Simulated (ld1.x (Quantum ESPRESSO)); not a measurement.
# Pseudopotential generation for titanium (Ti): ultrasoft, LDA (PZ), fully relativistic.

The input file (ld1.x (Quantum ESPRESSO) 7.5):

```
&input
   title='Ti', zed=22., rel=2, dft='PZ', iswitch=3,
   config='[Ar] 3d2 4s2 4p0', rel_dist='average',
   nld=5, rlderiv=2.55, eminld=-7.0, emaxld=5.0, deld=0.02
 /
 &inputp
   pseudotype=3, tm=.true., lloc=-1, rcloc=2.05,
   nlcc=.false.,
   which_augfun='PSQ', rmatch_augfun_nc=.true.,
   file_pseudopw='Ti.UPF', file_wfcaegen='ae.wfc', file_wfcncgen='nc.wfc', file_beta='beta', file_chi='chi', file_wfcusgen='us.wfc'
 /
6
3S  1  0   2.00   0.00  1.35  1.55  0.0
4S  2  0   2.00   0.00  1.35  1.55  0.0
3P  2  1   6.00   0.00  1.60  2.00  0.0
4P  3  1   0.00   0.00  1.60  2.00  0.0
3D  3  2   2.00   0.00  2.05  2.35  0.0
3D  3  2   0.00   0.05  2.05  2.35  0.0
 &test
   configts(1)='3s2 3p6 3d2 4s2 4p0'
 /
```

Command:

```bash
ld1.x < Ti.in > Ti.out
```

Output (shortened: banner, matrices, multipoles, cross overlaps and the repeated all-electron block are left out):

```
Program LD1 v.7.5
     --------------------------- All-electron run ----------------------------

     Ti
     dirac relativistic calculation

     atomic number is 22.00
     dft =PZ   lsd =0 sic =0 latt =0  beta=0.20 tr2=1.0E-14
     Exchange-correlation= PZ
                           (   1   1   0   0   0   0   0)
     mesh =1177 r(mesh) = 100.37945 a.u. xmin = -7.00 dx = 0.01250
     1 Ry =  13.60569312 eV, c = 137.03599908

     n l j   nl                  e(Ry)          e(Ha)          e(eV)
     Spin orbit split results
     1 0 0.5 1S 1( 2.00)      -356.8559      -178.4279     -4855.2714
     2 0 0.5 2S 1( 2.00)       -39.3482       -19.6741      -535.3590
     2 1 0.5 2P 1( 2.00)       -32.9061       -16.4531      -447.7104
     2 1 1.5 2P 1( 4.00)       -32.4830       -16.2415      -441.9535
     3 0 0.5 3S 1( 2.00)        -4.5754        -2.2877       -62.2517
     3 1 0.5 3P 1( 2.00)        -2.8828        -1.4414       -39.2226
     3 1 1.5 3P 1( 4.00)        -2.8339        -1.4170       -38.5572
     3 2 1.5 3D 1( 0.80)        -0.3301        -0.1651        -4.4917
     3 2 2.5 3D 1( 1.20)        -0.3267        -0.1634        -4.4450
     4 0 0.5 4S 1( 2.00)        -0.3381        -0.1690        -4.5997
     4 1 0.5 4P 1( 0.00)        -0.1146        -0.0573        -1.5586
     4 1 1.5 4P 1( 0.00)        -0.1124        -0.0562        -1.5295
     Averaged results
     1 0     1S 1( 2.00)      -356.8559      -178.4279     -4855.2714
     2 0     2S 1( 2.00)       -39.3482       -19.6741      -535.3590
     2 1     2P 1( 6.00)       -32.6240       -16.3120      -443.8725
     3 0     3S 1( 2.00)        -4.5754        -2.2877       -62.2517
     3 1     3P 1( 6.00)        -2.8502        -1.4251       -38.7790
     3 2     3D 1( 2.00)        -0.3281        -0.1640        -4.4637
     4 0     4S 1( 2.00)        -0.3381        -0.1690        -4.5997
     4 1     4P 1( 0.00)        -0.1131        -0.0566        -1.5392

     final scf error:  8.4E-15 reached in  36 iterations

     Etot =   -1703.460628 Ry,    -851.730314 Ha,  -23176.762556 eV

     Ekin =    1719.106002 Ry,     859.553001 Ha,   23389.628710 eV
     Encl =   -4056.074106 Ry,   -2028.037053 Ha,  -55185.699566 eV
     Eh   =     713.614124 Ry,     356.807062 Ha,    9709.214776 eV
     Exc  =     -80.106648 Ry,     -40.053324 Ha,   -1089.906477 eV

     normalization and overlap integrals

     s(1S/1S) =  1.000000  <r> =   0.0697  <r2> =    0.0065  r(max) =   0.0455
     s(2S/2S) =  1.000000  <r> =   0.3257  <r2> =    0.1256  r(max) =   0.2682
     s(2P/2P) =  1.000000  <r> =   0.2885  <r2> =    0.1028  r(max) =   0.2169
     s(2P/2P) =  1.000000  <r> =   0.2912  <r2> =    0.1046  r(max) =   0.2196
     s(3S/3S) =  1.000000  <r> =   1.0090  <r2> =    1.1763  r(max) =   0.8685
     s(3P/3P) =  1.000000  <r> =   1.0822  <r2> =    1.3833  r(max) =   0.9016
     s(3P/3P) =  1.000000  <r> =   1.0906  <r2> =    1.4050  r(max) =   0.9016
     s(3D/3D) =  1.000000  <r> =   1.6081  <r2> =    3.5201  r(max) =   0.9719
     s(3D/3D) =  1.000000  <r> =   1.6144  <r2> =    3.5495  r(max) =   0.9841
     s(4S/4S) =  1.000000  <r> =   3.4832  <r2> =   14.0041  r(max) =   2.8834
     s(4P/4P) =  1.000000  <r> =   4.7513  <r2> =   26.5459  r(max) =   3.7960
     s(4P/4P) =  1.000000  <r> =   4.7869  <r2> =   26.9422  r(max) =   3.7960

     ------------------------ End of All-electron run ------------------------

     --------------------- Generating US pseudopotential ---------------------

      Generating local potential from pseudized AE potential:
      Matching radius rcloc =   2.0500

      Local pseudo, rcloc= 2.032 Estimated cut-off energy=     5.94 Ry

     Fully relativistic calculation: |psi|^2

     Wfc 3S LC norm =  0.99977688 SC norm =  0.00022309 missing  0.00000003

     Wfc 4S LC norm =  0.99997677 SC norm =  0.00002088 missing  0.00000234

     Wfc 3P LC norm =  0.99980827 SC norm =  0.00019169 missing  0.00000004

     Wfc 3P LC norm =  0.99981065 SC norm =  0.00018921 missing  0.00000014

     Wfc 4P LC norm =  0.99998749 SC norm =  0.00001193 missing  0.00000058

     Wfc 4P LC norm =  0.99998766 SC norm =  0.00000911 missing  0.00000323

     Wfc 3D LC norm =  0.99990114 SC norm =  0.00009884 missing  0.00000001

     Wfc 3D LC norm =  0.99990169 SC norm =  0.00009599 missing  0.00000232
      Wfc-us  3S rcutus= 1.543  Estimated cut-off energy=    22.26 Ry
      Wfc-us  4S rcutus= 1.543  Estimated cut-off energy=    44.50 Ry
      Wfc-us  3P rcutus= 1.982  Estimated cut-off energy=    21.79 Ry
      Wfc-us  3P rcutus= 1.982  Estimated cut-off energy=    21.76 Ry
      Wfc-us  4P rcutus= 1.982  Estimated cut-off energy=    41.38 Ry
      Wfc-us  4P rcutus= 1.982  Estimated cut-off energy=    41.31 Ry
      Wfc-us  3D rcutus= 2.361  Estimated cut-off energy=    20.86 Ry
      Wfc-us  3D rcutus= 2.361  Estimated cut-off energy=    20.86 Ry
      Wfc-us  3D rcutus= 2.361  Estimated cut-off energy=    28.25 Ry
      Wfc-us  3D rcutus= 2.361  Estimated cut-off energy=    28.04 Ry

     Q pseudized with Bessel functions
     Expected ecutrho=     197.3686 due to l1=  0   l2=  2

     ------------------- End of pseudopotential generation -------------------

     Computing logarithmic derivative in   2.56056
     Computing logarithmic derivative in   2.56056
     Computing the partial wave expansion
     R is outside the sphere for l=    0 j= 0.50
     R is outside the sphere for l=    0 j= 0.50
     R is outside the sphere for l=    1 j= 0.50
     R is outside the sphere for l=    1 j= 0.50
     R is outside the sphere for l=    1 j= 1.50
     R is outside the sphere for l=    1 j= 1.50
     R is outside the sphere for l=    2 j= 1.50
     R is outside the sphere for l=    2 j= 1.50
     R is outside the sphere for l=    2 j= 2.50
     R is outside the sphere for l=    2 j= 2.50

     ---------------------- Testing the pseudopotential ----------------------

     Ti
     dirac relativistic calculation

     atomic number is 22.00   valence charge is 12.00
     dft =PZ   lsd =0 sic =0 latt =0  beta=0.20 tr2=1.0E-14
     mesh =1177 r(mesh) = 100.37945 xmin = -7.00 dx = 0.01250

     n l  j  nl             e AE (Ry)       e PS (Ry)    De AE-PS (Ry)
     1 0 0.5 3S   1( 2.00)       -4.57541       -4.57541        0.00000
     2 1 0.5 3P   1( 2.00)       -2.88281       -2.88281        0.00000
     2 1 1.5 3P   1( 4.00)       -2.83390       -2.83390        0.00000
     3 2 1.5 3D   1( 0.80)       -0.33013       -0.33013        0.00000
     3 2 2.5 3D   1( 1.20)       -0.32670       -0.32670        0.00000
     2 0 0.5 4S   1( 2.00)       -0.33807       -0.33807       -0.00000
     3 1 0.5 4P   1( 0.00)       -0.11455       -0.11455       -0.00000
     3 1 1.5 4P   1( 0.00)       -0.11241       -0.11241       -0.00000

     eps = 5.3E-16  iter =  4

     Etot =   -1703.460628 Ry,    -851.730314 Ha,  -23176.762556 eV
     Etotps =  -116.820055 Ry,     -58.410028 Ha,   -1589.417826 eV

     Ekin =      24.495939 Ry,      12.247969 Ha,     333.284228 eV
     Encl =    -218.852478 Ry,    -109.426239 Ha,   -2977.639656 eV
     Ehrt =      93.532353 Ry,      46.766177 Ha,    1272.572499 eV
     Ecxc =     -13.770349 Ry,      -6.885174 Ha,    -187.355137 eV
     Epseu=      -2.225521 Ry,      -1.112761 Ha,     -30.279760 eV

     ---------------------- End of pseudopotential test ----------------------
```

Generation and configuration tests took about 3.7 s on one core of a shared server CPU.
